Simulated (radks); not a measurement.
In XXVIII, 22 electrons, occupied as [Ar] 3d4 (the NIST ground configuration). Method: scalar-relativistic Kohn-Sham, LB94 model potential, spin-polarised, spherical densities, finite nucleus; open shells are filled with parallel spins first (spin-orbit coupling, left out, can overturn this in heavy ions); Fermi nuclear charge, rms radius 4.6156 fm; computed with a radial shooting solver on a logarithmic mesh with Libxc functionals. Some entries of the table are withheld. Estimate them.

orbital,occ.,eigenvalue (eV),<r^2> (bohr^2)
1s down,1,-29068.75,0.001191
1s up,1,-29068.40,0.001191
2s down,1,-5352.211,0.01911
2s up,1,-5352.162,0.01916
2p down,3,-4933.775,(1)
2p up,3,-4933.105,(2)
3s up,1,-1813.745,0.1224
3s down,1,-1799.624,0.1231
3p up,3,(3),0.1192
3p down,3,(4),0.1199
3d up,4,-1486.515,0.09724
3d down,0,-1473.041,0.09755

Answer. 
(1) 2p down <r^2> (bohr^2): 0.01503
(2) 2p up <r^2> (bohr^2): 0.01507
(3) 3p up eigenvalue (eV): -1677.739
(4) 3p down eigenvalue (eV): -1663.475
